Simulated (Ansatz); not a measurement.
System: CH2Br3Si, charge 0, multiplicity 2. It need not be the lowest isomer of its formula. SMILES: [CH2][Si](Br)(Br)Br
Coordinates optimised at B3LYP-D3(BJ)/def2-TZVP (Ansatz, an electronic-structure program):
```xyz
7

Si    -0.4983    -0.0154    -0.0939
C     -2.2768    -0.0768    -0.4612
Br     0.0457     1.9919     0.6822
Br     0.6868    -0.4007    -1.9393
Br     0.0187    -1.5661     1.4079
H     -2.8340    -1.0041    -0.4126
H     -2.8202     0.8035    -0.7813
```
Charge 0, spin multiplicity 2.

Parts of the frozen-core correlation energy in def2-SVP (Ansatz, hartree). Frozen orbitals: 48; correlated occupied orbitals by spin: 16 and 15; virtual: 74 and 75. UHF or UKS for open shells. Spin-orbit coupling is left out. No relativistic terms.

| term | value |
|---|---|
| reference (HF) | -8044.26212 |
| MP2 opposite-spin | -0.41016 |
| MP2 same-spin | [?] |
| CCSD correlation | [?] |
| (T) | [?] |
| T1 diagnostic | 0.010 |
| largest doubles amplitude | 0.023 |
| <S^2> of the reference | 0.760 |

Problem. Complete the blanks.

Solution. 
- MP2 same-spin, value: -0.14749
- CCSD correlation, value: -0.60677
- (T), value: -0.01683
